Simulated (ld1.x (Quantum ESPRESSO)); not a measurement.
**Transferability test, RRKJ potential for europium (Eu)**

* Element: europium
* Generator: ld1.x (Quantum ESPRESSO) 7.5
* Type: norm-conserving RRKJ (Kleinman–Bylander form)
* Functional: LDA (PZ)
* Relativity: scalar-relativistic
* Frozen core: [Kr] 4d10
* Valence charge: 17
* Reference configuration: 4f7 5s2 5p6 5d0 6s2 6p0
* Partial waves: 5p (bound): rc 1.90 bohr; 5d (bound, empty): rc 2.54 bohr; 4f (bound): rc 0.95 bohr; 5s (bound): rc 2.05 bohr
* Local potential: the s channel
* Core correction: none
* rho0: 0.001

Occupied shells without a wave of their own: 6s. They enter only through the test configuration that unscreens the potential.

Energies are relative to the spin-unpolarised reference configuration 4f7 5s2 5p6 5d0 6s2 6p0; without spin polarisation the order of configurations can differ from experiment. Spin-polarised rows fill each open shell by Hund’s rule, majority spin first. Not all tests gave a result: 1 of 9 tests not solved or not reliable. Left out of the table: 4f7 5s2 5p6 5d0 6s2 6p0 (spin-polarised) (solver errors, printed error -2396 eV).

```tsv
valence configuration	charge	ΔE all-electron (eV)	error AE − PS (meV)
4f7 5s2 5p6 5d0 6s1 6p0	+1	6.227	-709
4f7 5s2 5p6 5d0 6s0 6p0	+2	17.668	-1910
4f6 5s2 5p6 5d0 6s0 6p0	+3	42.385	-3277
4f7 5s2 5p6 5d0 6s1.5 6p0	+0.5	2.484	-304
4f7 5s2 5p6 5d1 6s1 6p0	0	2.168	-472
4f7 5s2 5p6 5d0 6s1 6p0 (spin-polarised)	+1	-1.906	+13757
```

(1) What are ΔE and the potential's error for 4f6 5s2 5p6 5d1 6s2 6p0?

(2) What are ΔE and the potential's error for 4f7 5s2 5p6 5d0 6s1 6p1?

The potential misses its own reference levels by up to 0.5 eV.

Results:

(1) ΔE = 3.437 eV all-electron; the error (AE − PS) is +16 meV.

(2) ΔE = 2.602 eV all-electron; the error (AE − PS) is -560 meV.

These tests converged, but a pseudo level misses the all-electron one widely, so the file describes the atom poorly there or has found another state: 4f6 5s2 5p6 5d0 6s0 6p0: empty 6s by 2.8 eV. The 6s level has no wave, so the channel is fitted at the deeper level alone: the likely source of the large errors.
